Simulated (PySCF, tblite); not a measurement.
Species: C4H5BS.
Atom-mapped SMILES: `[BH2:1][c:2]1[cH:3][cH:4][s:5][cH:6]1` (hydrogens: H7, H8 on B1; H9 on C3; H10 on C4; H11 on C6)

Computed with GFN2-xTB (tblite), gas phase: Langevin dynamics at 300 K from the optimised GFN2-xTB geometry, time step 0.5 fs, friction 0.01 fs⁻¹, 2000 steps. Over the second half of the run the saved frames average 327 K.

Frame at 250 fs, instantaneous temperature 255 K:
```
atom  x, y, z in Å
B1      1.377   -1.462    0.074
C2      0.095   -0.626    0.020
C3     -1.184   -1.141    0.367
C4     -2.215   -0.268    0.220
S5     -1.616    1.147   -0.564
C6     -0.004    0.569   -0.694
H7      1.189   -2.558    0.418
H8      2.397   -0.976   -0.195
H9     -1.244   -2.124    0.813
H10    -3.193   -0.282    0.523
H11     0.741    1.086   -1.212
```

Frame at 425 fs, instantaneous temperature 314 K:
```
atom  x, y, z in Å
B1      1.155   -2.396   -0.023
C2      0.141   -1.270    0.044
C3     -1.015   -1.235    0.893
C4     -1.887   -0.220    0.678
S5     -1.167    0.830   -0.467
C6      0.160   -0.148   -0.742
H7      0.956   -3.354    0.571
H8      2.028   -2.556   -0.749
H9     -1.210   -2.031    1.579
H10    -2.808    0.120    1.168
H11     0.803    0.113   -1.533
```

Frame at 625 fs, instantaneous temperature 409 K:
```
atom  x, y, z in Å
B1      1.692   -2.429    0.188
C2      0.466   -1.483    0.193
C3     -0.809   -1.745    0.646
C4     -1.675   -0.695    0.472
S5     -0.814    0.693   -0.230
C6      0.664   -0.173   -0.233
H7      1.429   -3.492    0.652
H8      2.721   -2.025   -0.297
H9     -1.050   -2.761    1.037
H10    -2.746   -0.720    0.588
H11     1.589    0.287   -0.514
```

Frame at 800 fs, instantaneous temperature 301 K:
```
atom  x, y, z in Å
B1      1.437   -1.862    0.503
C2      0.289   -1.019    0.088
C3     -1.011   -1.551   -0.116
C4     -1.990   -0.622   -0.385
S5     -1.164    0.979   -0.468
C6      0.405    0.276   -0.216
H7      1.389   -3.071    0.643
H8      2.454   -1.378    0.794
H9     -1.175   -2.560   -0.089
H10    -3.044   -0.789   -0.515
H11     1.296    0.935   -0.237
```

Frame at 1000 fs, instantaneous temperature 200 K:
```
atom  x, y, z in Å
B1      1.134   -2.215    0.321
C2      0.063   -1.145   -0.175
C3     -1.380   -1.309   -0.189
C4     -2.044   -0.153   -0.477
S5     -0.928    1.082   -0.970
C6      0.421    0.162   -0.604
H7      0.821   -3.032    1.010
H8      2.281   -2.101    0.172
H9     -2.017   -2.114    0.134
H10    -3.055    0.188   -0.490
H11     1.404    0.595   -0.648
```

**Question.** What do single points at PBE0/pcSseg-1 (PySCF, gas phase) give on these frames?

**Answer.** 
```json
{"t (fs)": "250", "GFN2-xTB E above start (eV)": "0.33", "DFT E above lowest frame (eV)": "0.12", "HOMO (eV)": "-7.29", "LUMO (eV)": "-1.90", "dipole (D)": "1.03"}
{"t (fs)": "425", "GFN2-xTB E above start (eV)": "0.27", "DFT E above lowest frame (eV)": "0.05", "HOMO (eV)": "-7.43", "LUMO (eV)": "-1.85", "dipole (D)": "1.32"}
{"t (fs)": "625", "GFN2-xTB E above start (eV)": "0.33", "DFT E above lowest frame (eV)": "0.00", "HOMO (eV)": "-7.17", "LUMO (eV)": "-1.85", "dipole (D)": "0.98"}
{"t (fs)": "800", "GFN2-xTB E above start (eV)": "0.47", "DFT E above lowest frame (eV)": "0.18", "HOMO (eV)": "-7.39", "LUMO (eV)": "-1.92", "dipole (D)": "1.16"}
{"t (fs)": "1000", "GFN2-xTB E above start (eV)": "0.42", "DFT E above lowest frame (eV)": "0.22", "HOMO (eV)": "-7.18", "LUMO (eV)": "-1.85", "dipole (D)": "1.12"}
```

The two levels order the frames alike by energy but for pairs within 0.08 eV at one level; measured from each level's lowest frame they differ by 0.07 eV at most. The HOMO–LUMO gap runs from 5.32 to 5.58 eV. These are instantaneous structures, not minima.

**Question.** And the isotropic GIAO shieldings (ppm) from the same runs?

**Answer.** 
```
atom  250 fs  425 fs  625 fs  800 fs  1000 fs   mean  range
  B1    34.3    34.0    32.8    34.5     30.8   33.3    3.7
  C2    25.8    37.8    27.7    41.7     25.9   31.8   15.9
  C3    41.5    41.8    44.4    38.5     46.4   42.5    7.9
  C4    55.8    56.8    42.2    37.3     46.3   47.7   19.5
  S5   196.6   221.2   202.2   161.3    228.0  201.9   66.7
  C6    27.2    34.8    23.7    23.9     31.6   28.2   11.1
  H7    24.5    24.8    24.2    24.2     24.7   24.5    0.6
  H8    24.5    24.4    24.1    24.9     24.4   24.5    0.8
  H9    23.8    24.1    23.1    24.7     23.6   23.9    1.6
 H10    25.0    23.8    23.9    23.4     24.0   24.0    1.6
 H11    23.3    23.8    23.1    22.6     23.3   23.2    1.2
```

What follows is the cost of the whole dynamics run. Time: 14 s wall; peak memory 0.18 GiB. Hardware: one thread of an Arm Neoverse N1, shared host.
